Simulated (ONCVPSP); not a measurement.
**Building the ONCV potential for K (PW91, scalar-relativistic).**

K (Z = 19), optimised norm-conserving Vanderbilt (ONCV), made with ONCVPSP 4.0.1 (PW91, scalar-relativistic). Core [Ar], reference 4s1. Waves: 4s: rc 3.90 bohr, ncon 4, nbas 8, qcut 1.5 1/bohr, 2 projectors, debl 1.7 Ha; p scattering state at 0.1 Ha: rc 3.60 bohr, ncon 4, nbas 7, qcut 2.6 1/bohr, 2 projectors, debl 2.7 Ha; d scattering state at 0.27 Ha: rc 3.05 bohr, ncon 5, nbas 8, qcut 3.6 1/bohr, 3 projectors, debl 0.6 Ha. Local part: polynomial inside 2.30 bohr (lpopt 5, dvloc0 0 Ha). Core correction: polynomial model core, fcfact 0.4.

All-electron outer shells of the reference configuration (PW91, scalar-relativistic, ld1.x):

```tsv
shell	level (eV)	outermost node (bohr)	outermost maximum (bohr)
3p	-18.88	0.45	1.15
4s	-2.33	1.58	4.18
```

(1) Estimate the cutoffs (Ha) at which the residual kinetic energy of the hardest occupied pseudo-wave falls to 1 and 0.1 mHa per electron.

(2) Does the potential have ghost states?

(3) Tests: 4s0.5; 4s0 4p1. Which has the largest error in its energy relative to the reference configuration, and how large is it?

## Answers

(1) 1.0 Ha and 5.5 Ha. The cutoffs count occupied waves only; projector 3 of the d channel, the hardest unoccupied one, needs 33 Ha at the loose tolerance.

(2) No bound ghost flagged; GHOST(+) flagged for s at 37.6 eV, d at 40.4 eV, p at 84.6 eV, d at 595.2 eV.

(3) 4s0 4p1, with +8.6 meV (all-electron minus pseudo) on +1.54 eV.
